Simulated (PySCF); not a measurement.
Mg(H)(GeH3) (GeH4Mg), SMILES [MgH][GeH3]. Coordinates come from a B3LYP-D3(BJ)/def2-TZVP optimisation.

All values below come from PySCF with B3LYP-D3(BJ)/def2-TZVP.

Harmonic wavenumbers (cm⁻¹): 265, 265, 291, 371, 371, 795, 891, 891, 1621, 2065, 2071, 2071. Rotational constants (GHz): 83.30, 3.527, 3.527; symmetry number 3.

Work out the zero-point energy and the ideal-gas rigid-rotor harmonic-oscillator thermochemistry at 298.15 K and 1 atm.

ZPE = ½ Σ hcν = ½ × 11969 cm⁻¹ = 17.11 kcal/mol. H − E(el) = 20.88 kcal/mol. Entropy in cal/(mol K): translation 39.75, rotation 21.07, vibration 7.39, total 68.20. G − E(el) = 0.55 kcal/mol. Cp = 17.94 cal/(mol K).
